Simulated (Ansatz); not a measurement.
System: BF, net charge 1, doublet state. SMILES: [B][F+]
Geometry: optimised at B3LYP-D3(BJ)/def2-TZVP (Ansatz, a first-principles code).

Quantity: vertical electron affinity (to the singlet state of charge +0; a negative value means that the extra electron is unbound and the number depends on the basis; each state is the SCF solution reached for its spin), in eV. Correlated levels leave the core frozen unless marked. UHF or UKS for open shells. No spin-orbit coupling. No relativistic terms. Basis-set limits of correlation are two-point, X^-3; Hartree-Fock from the larger set.

```
level             program  vertical electron affinity (eV)
----------------  -------  -------------------------------
PBE/def2-TZVPD     Ansatz                            10.73
B3LYP/def2-TZVPD   Ansatz                            10.94
```

Problem. Predict the CCSD(T)/CBS(aug-cc-pVTZ,aug-cc-pVQZ) result (Ansatz).

Solution. 11.02 eV, so B3LYP/def2-TZVPD differs from it by -0.08 eV.
